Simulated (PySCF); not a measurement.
Harmonic spectrum computed at PBE0 in the def2-TZVP basis family (core potentials from Rb on, PySCF, no spin–orbit coupling):

```
ω (cm⁻¹)  IR (km/mol)
     606          107
     673         95.0
     886          183
    1325          194
    1821          162
    3801         83.8
```

Q: Which molecule gave it? In each, all ligands are bound to the one heavy central atom.
A. ScO(OH) (singlet)
B. ZrO(OH) (doublet)
C. CoO(OH) (quintet)
D. NO(OH) (singlet)
E. CO(OH) (doublet)

A: D. It has Cs symmetry with N–O 1.162 Å, N–O 1.397 Å, O–H 0.967 Å.
